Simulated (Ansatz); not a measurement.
This geometry of AsH2S (4 atoms, charge -1, multiplicity 1) is a first-order saddle point.

Computed with Ansatz 0.2.0, RKS PBE/def2-SVP.

```xyz
4
Properties=species:S:1:pos:R:3
S -1.824 -0.215 1.000
As 0.081 0.010 -0.044
H 0.288 0.096 -1.544
H 1.455 0.110 0.588
```

Question: Which two structures does it join? (They come from a converged band through this point; their orientation in space is the band's.)

Answer: No bond is made or broken. The height of As2 over the plane of its neighbours goes from 0.83 to -0.83 Å. The two ends are copies of one structure, up to a mirror image or an exchange of like atoms.

First end point:

```xyz
4
Properties=species:S:1:pos:R:3
S -1.677 0.039 0.954
As 0.097 -0.611 -0.124
H 0.257 0.392 -1.357
H 1.323 0.180 0.527
```

Last end point:

```xyz
4
Properties=species:S:1:pos:R:3
S -1.672 -0.315 0.911
As 0.078 0.625 0.026
H 0.263 -0.049 -1.410
H 1.330 -0.261 0.474
```

Question: How far does it lie above each of them?

Answer: 177.8 kJ/mol above the first and 177.8 kJ/mol above the second. This is the barrier of this one path; another mechanism may lie lower. Limits of this set-up: an anion without diffuse functions, the dipole of an ion depends on the origin.

The run took 57 s on 1 thread of Arm Neoverse V1, with other jobs on the host, peak memory 0.11 GiB.
